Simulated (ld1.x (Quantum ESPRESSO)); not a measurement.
An all-electron radial function and its pseudo partner (Sb (Z = 51))

Columns: radius, all-electron u(r) and pseudo u(r) of the 5p shell (level -4.84 eV) of antimony in the configuration [Kr] 4d10 5s2 5p3; PBEsol, scalar-relativistic, TM scheme, ld1.x (Quantum ESPRESSO) 7.5.

```
r (bohr)  all-electron   pseudo
   0.098        0.0724  -0.0022
   0.195       -0.1545  -0.0087
   0.292       -0.1475  -0.0194
   0.390        0.0129  -0.0343
   0.488        0.1735  -0.0531
   0.585        0.2664  -0.0752
   0.682        0.2854  -0.1006
   0.780        0.2454  -0.1293
   0.878        0.1674  -0.1612
   0.975        0.0707  -0.1958
   1.072       -0.0325  -0.2334
   1.170       -0.1348  -0.2747
   1.268       -0.2300  -0.3191
   1.365       -0.3145  -0.3656
   1.463       -0.3890  -0.4141
   1.560       -0.4517  -0.4619
   1.658       -0.5046  -0.5074
   1.755       -0.5470  -0.5474
   1.852       -0.5806  -0.5806
   1.950       -0.6065  -0.6065
   2.047       -0.6249  -0.6249
   2.145       -0.6373  -0.6373
   2.242       -0.6441  -0.6441
   2.340       -0.6461  -0.6461
   2.438       -0.6441  -0.6441
   2.535       -0.6388  -0.6388
```

Task: How many radial nodes do the two functions have?

Result: The all-electron 5p function has n − l − 1 = 3; the pseudo-wave has 0, since the states of the same l below it are removed with the core.

Task: At about which radius was the pseudo-wave matched?

Result: 1.95 bohr. The columns agree to 0.0005 from 1.75 bohr on; several derivatives are matched, so the curves merge somewhat inside the radius.

Task: Is the pseudo-wave norm-conserving?

Result: Yes: the TM scheme keeps the norm inside the radius equal to the all-electron one, which fixes the energy derivative of the logarithmic derivative at the level.
